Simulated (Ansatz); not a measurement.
Computed with Ansatz on PBE0-D4/def2-TZVP structures; ΔE is electronic, products minus reactants. CBS: MP2 limit from def2 TZ/QZ plus the TZ coupled-cluster correction, frozen cores. This one scheme is used for every species. Functionals use def2-TZVPP. One conformer a species, not always the lowest.

Consider the ligand exchange at the Si–C bond: `C[SiH2]C#N` + `N[SiH3]` → `C[SiH2]N[SiH3]` + `C#N`.

```csv
level,ΔE (kcal/mol)
PBE-QIDH,-2.8
PBE,-0.7
BLYP,-0.6
CAM-B3LYP,-2.3
HF/def2-SVP,-2.7
MP2/def2-QZVPP,-3.5
SCS-MP2/def2-QZVPP,-3.4
CCSD/CBS(def2),-3.6
```

Question: What does CCSD(T)/CBS give? (An estimate is asked.)

Answer: The calculation gave: -3.6 kcal/mol. The listed levels differ from it by 0.8, 2.9, 3.0, 1.3, 0.9, 0.1, 0.2, 0.0 kcal/mol.

Largest T1 diagnostic among the species: 0.014.

In def2-TZVPP, CCSD(T) changes the Hartree–Fock value by −0.8 kcal/mol (the triples alone add +0.0 kcal/mol) and MP2 by −0.8 kcal/mol. Leaving LDA and LC-ωPBE aside and taking each functional with its dispersion term where it has one, the values, not all of them listed here, spread over 2.0 kcal/mol, from BHLYP-D4 to PBE-D4. LDA lies −1.7 kcal/mol from PBE without D4. From PBE to PBE0 (25 % exact exchange), in def2-TZVPP and without D4, ΔE moves by −0.7 kcal/mol.
